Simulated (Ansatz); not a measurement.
Steps of a relaxation of H7InO3Si2, SMILES `[OH][In]([O][SiH3])[O][SiH3]` with RKS PBE0-D4/def2-TZVP.

```sh
$ ansatz run in.yaml --threads 4 --pin off --events-out ev --progress --plain --max-ram 11315MiB
```

```yaml
crystal:
  periodic: [false, false, false]
  atoms:
    - {symbol: O, position_ang: [1.737980, 2.498770, -1.735480]}
    - {symbol: In, position_ang: [0.894820, 1.125450, -0.659850]}
    - {symbol: O, position_ang: [-1.013260, 0.894000, -1.009700]}
    - {symbol: Si, position_ang: [-2.119530, -0.235270, -0.658140]}
    - {symbol: O, position_ang: [1.783200, 0.038930, 0.687000]}
    - {symbol: Si, position_ang: [1.308860, -1.173140, 1.655510]}
    - {symbol: H, position_ang: [1.069750, 2.881830, -2.307610]}
    - {symbol: H, position_ang: [-2.232890, -0.449560, 0.789440]}
    - {symbol: H, position_ang: [-3.305330, 0.411670, -1.225040]}
    - {symbol: H, position_ang: [-1.794110, -1.502080, -1.328040]}
    - {symbol: H, position_ang: [2.576480, -1.407590, 2.353110]}
    - {symbol: H, position_ang: [0.859870, -2.336300, 0.872470]}
    - {symbol: H, position_ang: [0.234160, -0.746720, 2.566350]}
basis:
  gaussian: {orbitals: def2-TZVP}
hamiltonian: {xc: pbe0, dispersion: d4}
relax: {f_tol: 0.005, max_steps: 150}
```

Positions (Å) and forces (eV/Å) along the path, 11 of 23 steps:

```xyz
13
step=1 energy=-27177.3114 eV
O     1.738    2.499   -1.735    0.272    0.285   -0.178
In    0.895    1.125   -0.660    0.147   -0.095    0.154
O    -1.013    0.894   -1.010    0.397    0.163    0.004
Si   -2.120   -0.235   -0.658   -0.067    0.564   -0.364
O     1.783    0.039    0.687   -0.098    0.455   -0.477
Si    1.309   -1.173    1.656    0.515    0.249    0.004
H     1.070    2.882   -2.308   -0.012    0.132   -0.134
H    -2.233   -0.450    0.789   -0.109   -0.173    0.390
H    -3.305    0.412   -1.225   -0.710   -0.292    0.008
H    -1.794   -1.502   -1.328   -0.042   -0.414   -0.089
H     2.576   -1.408    2.353    0.090   -0.533    0.511
H     0.860   -2.336    0.872   -0.139   -0.317   -0.066
H     0.234   -0.747    2.566   -0.247   -0.025    0.237
13
step=2 energy=-27177.5070 eV
O     1.779    2.533   -1.744   -0.008   -0.021    0.027
In    0.902    1.142   -0.678   -0.044    0.022   -0.017
O    -1.025    0.904   -1.033    0.143   -0.039    0.049
Si   -2.186   -0.195   -0.710   -0.041    0.127   -0.091
O     1.811    0.061    0.675   -0.082    0.094   -0.115
Si    1.401   -1.158    1.682    0.135    0.011    0.018
H     1.138    2.941   -2.335    0.035    0.001    0.007
H    -2.320   -0.458    0.744   -0.022    0.034    0.122
H    -3.461    0.354   -1.244   -0.043   -0.093    0.040
H    -1.893   -1.503   -1.350    0.005   -0.068   -0.090
H     2.626   -1.499    2.451   -0.071   -0.071    0.040
H     0.921   -2.349    0.934    0.020   -0.069   -0.067
H     0.307   -0.772    2.609   -0.025    0.073    0.076
13
step=3 energy=-27177.5170 eV
O     1.799    2.538   -1.732   -0.036   -0.020    0.014
In    0.895    1.150   -0.685   -0.049    0.041   -0.044
O    -1.029    0.894   -1.036    0.043   -0.051    0.028
Si   -2.194   -0.202   -0.709   -0.061    0.033   -0.037
O     1.806    0.070    0.665   -0.025   -0.017    0.005
Si    1.404   -1.151    1.675    0.063   -0.005    0.033
H     1.177    2.954   -2.337    0.038   -0.005    0.018
H    -2.332   -0.444    0.756    0.035   -0.004   -0.009
H    -3.489    0.316   -1.228    0.015   -0.007    0.013
H    -1.910   -1.509   -1.369    0.020    0.008    0.023
H     2.611   -1.520    2.461   -0.016   -0.001   -0.013
H     0.938   -2.349    0.919   -0.020    0.025   -0.004
H     0.323   -0.748    2.618   -0.007    0.005   -0.028
13
step=4 energy=-27177.5164 eV rejected
O     1.816    2.556   -1.690    0.179    0.036    0.064
In    0.869    1.182   -0.681    0.090   -0.215    0.119
O    -1.024    0.840   -1.067   -0.066    0.110   -0.067
Si   -2.201   -0.227   -0.712    0.067   -0.154    0.089
O     1.790    0.079    0.653   -0.001    0.125   -0.067
Si    1.398   -1.136    1.671   -0.137    0.005   -0.060
H     1.251    2.976   -2.340   -0.115    0.072   -0.101
H    -2.285   -0.466    0.758   -0.027    0.014   -0.014
H    -3.503    0.296   -1.196   -0.024    0.026   -0.011
H    -1.930   -1.541   -1.364   -0.037    0.006   -0.010
H     2.610   -1.545    2.423    0.031   -0.005    0.008
H     0.867   -2.307    0.914    0.019   -0.013    0.023
H     0.343   -0.707    2.632    0.021   -0.008    0.025
13
step=7 energy=-27177.5226 eV
O     1.838    2.572   -1.681    0.008    0.018   -0.003
In    0.878    1.170   -0.713    0.022   -0.037    0.023
O    -1.017    0.821   -1.100   -0.013    0.045   -0.044
Si   -2.179   -0.251   -0.699    0.020   -0.036    0.033
O     1.779    0.089    0.645    0.015    0.034   -0.014
Si    1.365   -1.124    1.657   -0.035   -0.016   -0.002
H     1.272    3.017   -2.317   -0.011   -0.005    0.001
H    -2.232   -0.467    0.776   -0.003    0.000   -0.008
H    -3.493    0.270   -1.157   -0.009    0.006    0.000
H    -1.933   -1.572   -1.344   -0.007   -0.003   -0.003
H     2.578   -1.556    2.398    0.002   -0.006    0.001
H     0.814   -2.287    0.903    0.001    0.006    0.011
H     0.330   -0.681    2.633    0.010   -0.005    0.005
13
step=9 energy=-27177.5258 eV
O     1.840    2.607   -1.659   -0.020    0.008   -0.013
In    0.883    1.174   -0.732    0.005   -0.003    0.009
O    -0.996    0.786   -1.171   -0.043   -0.031   -0.003
Si   -2.139   -0.284   -0.700    0.027    0.034    0.008
O     1.765    0.102    0.647   -0.003    0.007    0.000
Si    1.322   -1.106    1.654   -0.009   -0.044    0.030
H     1.279    3.049   -2.303    0.007   -0.018    0.015
H    -2.118   -0.484    0.780   -0.001    0.006   -0.033
H    -3.476    0.238   -1.096    0.027   -0.012    0.011
H    -1.930   -1.612   -1.343   -0.001    0.013    0.000
H     2.540   -1.618    2.339   -0.042    0.011   -0.023
H     0.678   -2.227    0.904    0.020    0.041    0.023
H     0.351   -0.626    2.679    0.033   -0.012   -0.024
13
step=14 energy=-27177.5288 eV
O     1.820    2.628   -1.645   -0.002    0.000    0.001
In    0.880    1.187   -0.714    0.003   -0.005   -0.002
O    -0.960    0.727   -1.245   -0.006   -0.001    0.001
Si   -2.114   -0.305   -0.727    0.006    0.003   -0.001
O     1.724    0.180    0.734   -0.001    0.000    0.003
Si    1.304   -1.086    1.679   -0.002    0.007   -0.003
H     1.268    3.019   -2.329    0.000    0.000    0.000
H    -2.049   -0.492    0.752   -0.001    0.001    0.000
H    -3.449    0.246   -1.078   -0.001    0.000   -0.001
H    -1.961   -1.642   -1.365    0.000    0.000    0.001
H     2.541   -1.699    2.230    0.004   -0.002    0.001
H     0.561   -2.118    0.900   -0.001   -0.002   -0.003
H     0.436   -0.647    2.806    0.000   -0.001    0.002
13
step=15 energy=-27177.5289 eV
O     1.820    2.628   -1.643   -0.004    0.001   -0.004
In    0.879    1.188   -0.711    0.000   -0.004    0.003
O    -0.956    0.718   -1.251   -0.007    0.001   -0.001
Si   -2.117   -0.306   -0.729    0.014   -0.002    0.001
O     1.716    0.197    0.752   -0.003   -0.006    0.005
Si    1.306   -1.084    1.682   -0.001    0.010   -0.005
H     1.272    3.013   -2.334    0.002   -0.002    0.004
H    -2.058   -0.482    0.751   -0.004    0.005    0.001
H    -3.449    0.249   -1.090    0.003   -0.002    0.001
H    -1.966   -1.648   -1.355   -0.003    0.001   -0.003
H     2.548   -1.703    2.213    0.000    0.000    0.001
H     0.558   -2.105    0.893   -0.001   -0.001   -0.001
H     0.446   -0.664    2.822    0.003   -0.001   -0.002
13
step=18 energy=-27177.5289 eV
O     1.818    2.629   -1.643    0.003   -0.001    0.002
In    0.879    1.189   -0.709    0.000    0.004   -0.001
O    -0.954    0.717   -1.254    0.003    0.002   -0.002
Si   -2.113   -0.305   -0.727   -0.006   -0.003    0.002
O     1.711    0.203    0.760    0.001   -0.001    0.001
Si    1.304   -1.085    1.679    0.003   -0.003   -0.001
H     1.270    3.010   -2.335   -0.002    0.002   -0.002
H    -2.063   -0.461    0.756    0.001   -0.001   -0.001
H    -3.445    0.240   -1.102    0.000    0.000   -0.001
H    -1.955   -1.654   -1.337    0.001    0.000    0.001
H     2.547   -1.710    2.202   -0.002    0.000   -0.001
H     0.554   -2.100    0.883    0.000    0.002    0.001
H     0.447   -0.674    2.825   -0.001    0.000    0.001
13
step=21 energy=-27177.5289 eV
O     1.819    2.632   -1.641   -0.001    0.000    0.000
In    0.878    1.192   -0.709   -0.001    0.000    0.000
O    -0.953    0.717   -1.256    0.002    0.001    0.000
Si   -2.110   -0.306   -0.723   -0.001   -0.002    0.000
O     1.709    0.206    0.761    0.001    0.003   -0.002
Si    1.300   -1.086    1.675   -0.001   -0.002    0.002
H     1.273    3.014   -2.334    0.001    0.000    0.000
H    -2.068   -0.442    0.762   -0.001    0.000   -0.001
H    -3.442    0.226   -1.114    0.001    0.000    0.000
H    -1.940   -1.662   -1.314    0.000    0.001    0.000
H     2.543   -1.720    2.189    0.001    0.000    0.000
H     0.542   -2.093    0.877    0.000    0.000    0.000
H     0.451   -0.678    2.827    0.000    0.000    0.000
13
step=23 energy=-27177.5290 eV
O     1.819    2.634   -1.638   -0.001    0.001   -0.002
In    0.878    1.192   -0.710    0.001    0.000    0.002
O    -0.954    0.717   -1.256   -0.003   -0.003    0.002
Si   -2.111   -0.307   -0.724    0.003    0.004   -0.003
O     1.711    0.202    0.757   -0.002   -0.003    0.001
Si    1.301   -1.087    1.675   -0.001    0.005    0.001
H     1.273    3.018   -2.330    0.001   -0.001    0.002
H    -2.077   -0.436    0.762    0.000    0.000    0.000
H    -3.442    0.219   -1.125    0.000    0.000    0.000
H    -1.933   -1.665   -1.307    0.000   -0.001    0.000
H     2.543   -1.727    2.181   -0.001   -0.001   -0.001
H     0.531   -2.089    0.882    0.001    0.000    0.000
H     0.462   -0.672    2.832    0.001    0.000   -0.001
```

It took 2.9 min on 4 threads of an Arm Neoverse V1 on a shared host, with 0.97 GiB of host memory at the peak.
